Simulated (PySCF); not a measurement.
## Correlation energy of Cr³⁺ (chromium, charge +3)

[Ar] 3d3, high-spin 4F determinant. Calculation: PySCF 2.14, in x2c-TZVPPall with one added diffuse shell each of s, p, d, f type (7s6p5d3f1g, 80 functions); the spin-free X2C one-electron Hamiltonian (Gaussian nucleus). Frozen: [Ne]; 11 electrons correlated.

| level | correlation energy (mhartree) |
| --- | --- |
| CCSD | -300.48 |
| (T) | -4.83 |
| CCSD(T) | -305.31 |

Diagnostics: T1 = 0.0037, D1 = 0.0082, largest double amplitude 0.035.

Cost of the coupled-cluster step: of the order of 25 core-seconds, for 11 correlated electrons.

This basis was not built for core-valence correlation, so the inner-shell part is incomplete.
